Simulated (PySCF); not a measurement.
Nuclear quadrupole coupling in pyrrole-2-carboxaldehyde

Compound: pyrrole-2-carboxaldehyde, C₅H₅NO.
Cartesian coordinates in Å at the GFN2-xTB level; atoms count from 1:
```xyz
12
C5H5NO angstrom
O      2.762    0.413    0.671
C      1.855   -0.387    0.763
C      0.530   -0.179    0.249
C     -0.602   -0.984    0.272
C     -1.621   -0.286   -0.377
C     -1.094    0.925   -0.781
N      0.192    0.978   -0.402
H      1.994   -1.362    1.266
H     -0.670   -1.960    0.710
H     -2.626   -0.620   -0.537
H     -1.565    1.732   -1.308
H      0.846    1.730   -0.551
```

Field gradients from the PBE0/pcSseg-1 density (PySCF, non-relativistic), principal values in atomic units, ordered |Vxx| ≤ |Vyy| ≤ |Vzz|:

```tsv
atom	Vxx	Vyy	Vzz
O1	0.6107	1.2935	-1.9042
N7	0.2667	0.2751	-0.5419
```

Task: Find the asymmetry η = (Vxx − Vyy)/Vzz and the couplings χ = eQV/h (234.96 MHz × Q in barn × V in au), with Q(17O) = −0.0256 b, Q(14N) = 0.02044 b.

Result: 
| atom | environment | nucleus | η | χzz (MHz) | χxx (MHz) | χyy (MHz) |
| --- | --- | --- | --- | --- | --- | --- |
| O1 | aldehyde oxygen | 17O | 0.36 | 11.45 | -3.67 | -7.78 |
| N7 | pyrrole-type nitrogen | 14N | 0.02 | -2.602 | 1.281 | 1.321 |

The gradient is axial or nearly so (η below 0.05) at N7. 

Task: What is Vzz at O1 in SI units (1 au = 9.71736 × 10²¹ V/m²)?

Result: -1.9042 au = -18.504 × 10²¹ V/m².

Task: What couplings would deuterons (Q(2H) = 0.00286 b) have in place of the hydrogens, at this geometry?

Result: 
```
atom  bonded to  bond length (Å)  Vzz (au)     η  χzz (kHz)
  H8         C2            1.106    0.2729  0.04        183
  H9         C4            1.072    0.3470  0.06        233
 H10         C5            1.072    0.3479  0.07        234
 H11         C6            1.073    0.3404  0.09        229
 H12         N7            1.008    0.3991  0.12        268
```

Isolated species at its GFN2-xTB geometry (one conformer only). GFN2-xTB bond lengths can be off by several hundredths of an ångström, more for odd bonds, and the gradients follow them. With a basis this small, the couplings can be 20 % off.

These values come from a run that also computed NMR shieldings. Hardware: one thread, Arm Neoverse V2 (aarch64), no GPU, shared host. Cost: 15 s (with the writing of density and orbital grids), 0.69 GiB resident at most.
